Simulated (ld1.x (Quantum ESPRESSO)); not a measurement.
**Configuration tests for carbon (C) (RRKJ)**

ld1.x (Quantum ESPRESSO) 7.5 input, shortened:

```
&input
   title='C', zed=6., rel=1, dft='PBE', iswitch=3,
   config='[He] 2s2 2p1.75'
 /
 &inputp
   pseudotype=2, tm=.false., lloc=0,
   nlcc=.true., new_core_ps=.true., rcore=0.90
 /
2
2P  2  1   1.75   0.00  2.40  2.40  0.0
2S  1  0   2.00   0.00  0.90  0.90  0.0
 &test
   configts(1)='2s2 2p1.75'
 /
```

Energies are relative to the spin-unpolarised reference configuration 2s2 2p1.75; without spin polarisation the order of configurations can differ from experiment.

```csv
valence configuration,charge,ΔE all-electron (eV),error AE − PS (meV)
2s2 2p1,+1,9.220,+54
2s2 2p0,+2,33.376,+633
2s1 2p2,+1,17.974,-88
2s2 2p1.5,+0.5,2.322,+3.6
2s2 2p2.3,-0.3,-2.800,+5.6
```

Question: What are ΔE and the potential's error for 2s2 2p2?

Answer: ΔE = -1.642 eV all-electron; the error (AE − PS) is +1.9 meV.

Question: What are ΔE and the potential's error for 2s1 2p3?

Answer: ΔE = 6.836 eV all-electron; the error (AE − PS) is +3.5 meV.

Levels in the configuration 2s2 2p1:

```json
{"level": "2s", "all-electron (eV)": "-25.758", "pseudo (eV)": "-25.695"}
{"level": "2p", "all-electron (eV)": "-17.005", "pseudo (eV)": "-16.811"}
```
